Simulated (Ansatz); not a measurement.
`[F][GeH]1[CH2][SiH2][S]1`, charge 0, multiplicity 1.

Give a relaxed structure at PBE0-D4/def2-TZVP (the Gaussian-basis code of Ansatz). (Estimate.)

Ansatz gave: 
Z-matrix (Å, degrees):
```
Ge
C 1 1.952
Si 1 2.766 2 42.9
F 1 1.740 2 110.2 3 -111.9
S 1 2.221 2 92.7 3 1.2
H 1 1.534 2 122.7 3 123.9
H 2 1.091 1 111.3 3 117.5
H 2 1.090 1 113.7 3 -118.4
H 3 1.485 1 125.1 2 -89.8
H 3 1.485 1 125.9 2 88.3
```
This is one stationary point; other conformers may exist.
